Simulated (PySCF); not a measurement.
acetylene (C₂H₂), singlet, at a GFN2-xTB geometry; PBE0/def2-SVP in PySCF.

Input for PySCF:
```python
from pyscf import gto, scf, dft

mol = gto.M(
    atom='''
C    -0.000000   -0.000000   -0.596862
C     0.000000    0.000000    0.596862
H     0.000000    0.000000    1.646575
H    -0.000000   -0.000000   -1.646575
''',
    basis='def2-svp',
    charge=0,
    spin=0,
    verbose=4,
)

mf = dft.RKS(mol)
mf.xc = 'pbe0'
mf.grids.atom_grid = (99, 590)
mf.grids.prune = None
mf.kernel()
```

Output, abridged:

```
PySCF version 2.14.0

[INPUT] verbose = 4
[INPUT] num. atoms = 4
[INPUT] num. electrons = 14
[INPUT] charge = 0
[INPUT] spin (= nelec alpha-beta = 2S) = 0
[INPUT] symmetry False subgroup None
[INPUT] Mole.unit = angstrom
[INPUT] Symbol           X                Y                Z      unit          X                Y                Z       unit  Magmom
[INPUT]  1 C      0.000000000000   0.000000000000  -0.596862000000 AA    0.000000000000   0.000000000000  -1.127905714160 Bohr   0.0
[INPUT]  2 C      0.000000000000   0.000000000000   0.596862000000 AA    0.000000000000   0.000000000000   1.127905714160 Bohr   0.0
[INPUT]  3 H      0.000000000000   0.000000000000   1.646575000000 AA    0.000000000000   0.000000000000   3.111575793556 Bohr   0.0
[INPUT]  4 H      0.000000000000   0.000000000000  -1.646575000000 AA    0.000000000000   0.000000000000  -3.111575793556 Bohr   0.0

nuclear repulsion = 24.9993989035124
number of shells = 18
number of NR pGTOs = 62
number of NR cGTOs = 38
basis = def2-svp
ecp = {}

******** <class 'pyscf.dft.rks.RKS'> ********
method = RKS
initial guess = minao
damping factor = 0
level_shift factor = 0
DIIS = <class 'pyscf.scf.diis.CDIIS'>
diis_start_cycle = 1
diis_space = 8
diis_damp = 0
SCF conv_tol = 1e-09
SCF conv_tol_grad = None
SCF max_cycles = 50
direct_scf = True
direct_scf_tol = 1e-13
XC library pyscf.dft.libxc version 7.1.2
    S. Lehtola, C. Steigemann, M. J. T. Oliveira, and M. A. L. Marques,  SoftwareX 7, 1–5 (2018)
XC functionals = pbe0
    C. Adamo and V. Barone,  J. Chem. Phys. 110, 6158 (1999)
    M. Ernzerhof and G. E. Scuseria,  J. Chem. Phys. 110, 5029 (1999)
radial grids:
    Treutler-Ahlrichs [JCP 102, 346 (1995); DOI:10.1063/1.469408] (M4) radial grids

becke partition: Becke, JCP 88, 2547 (1988); DOI:10.1063/1.454033
pruning grids: None
grids dens level: 3
symmetrized grids: False
atomic radii adjust function: <function treutler_atomic_radii_adjust>
User specified grid scheme (99, 590)
small_rho_cutoff = 0
Set gradient conv threshold to 3.16228e-05
Initial guess from minao.
tot grids = 233640
init E= -77.2742348340973
  HOMO = -0.351045291618478  LUMO = -0.0264864998138356  gap/eV = 8.83169
cycle= 1 E= -77.1464674973573  delta_E= 0.128  |g|= 0.277  |ddm|=  2.2
  HOMO = -0.253476463266253  LUMO = 0.0826460343862485  gap/eV = 9.14636
cycle= 2 E= -77.1544932041371  delta_E= -0.00803  |g|= 0.212  |ddm|= 0.588
  HOMO = -0.309679696665958  LUMO = 0.0446830575918528  gap/eV = 9.64270
cycle= 3 E= -77.1670513550179  delta_E= -0.0126  |g|= 0.00913  |ddm|= 0.208
  HOMO = -0.30682754322813  LUMO = 0.0477187448301532  gap/eV = 9.64770
cycle= 4 E= -77.1670776213617  delta_E= -2.63e-05  |g|= 0.00126  |ddm|= 0.0134
  HOMO = -0.307223814373873  LUMO = 0.0472888099487334  gap/eV = 9.64678
cycle= 5 E= -77.1670780630502  delta_E= -4.42e-07  |g|= 3.53e-05  |ddm|= 0.00191
  HOMO = -0.307214353552872  LUMO = 0.0472940570219645  gap/eV = 9.64667
cycle= 6 E= -77.1670780634849  delta_E= -4.35e-10  |g|= 2e-06  |ddm|= 5.69e-05
  HOMO = -0.307213712921606  LUMO = 0.0472947216729152  gap/eV = 9.64667
Extra cycle  E= -77.1670780634867  delta_E= -1.85e-12  |g|= 3.93e-07  |ddm|= 4.6e-06
converged SCF energy = -77.1670780634867
```
